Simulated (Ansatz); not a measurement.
`C=[C](N)[SnH2][F]` → `C[N](C)[Sn][F]`  (isomerisation)

Gas-phase electronic energies from Ansatz, PBE0-D4/def2-TZVP geometries. CCSD(T)/CBS adds triple-zeta CCSD(T) − MP2 to the extrapolated MP2 energy (def2 sets, frozen cores). DFT in def2-TZVPP. def2 core potentials past Kr. For Sn outer-core shells are correlated without core-valence functions, which leaves a few kJ/mol of doubt a bond. Each species was taken in one conformer, which may not be the lowest.

```json
{"level": "PBE0-D4", "ΔE (kJ/mol)": "-157.5"}
{"level": "SCS-MP2/def2-QZVPP", "ΔE (kJ/mol)": "-167.1"}
```

Task: What does CCSD(T)/CBS give? (An estimate is asked.)

Result: The calculation gave: -158.6 kJ/mol. The listed levels differ from it by 1.1, -8.5 kJ/mol.

Largest T1 diagnostic among the species: 0.017.

In def2-TZVPP, CCSD(T) changes the Hartree–Fock value by −15.5 kJ/mol (the triples alone add +0.0 kJ/mol) and MP2 by −30.2 kJ/mol. From PBE to PBE0 (25 % exact exchange), in def2-TZVPP and without D4, ΔE moves by +8.6 kJ/mol.
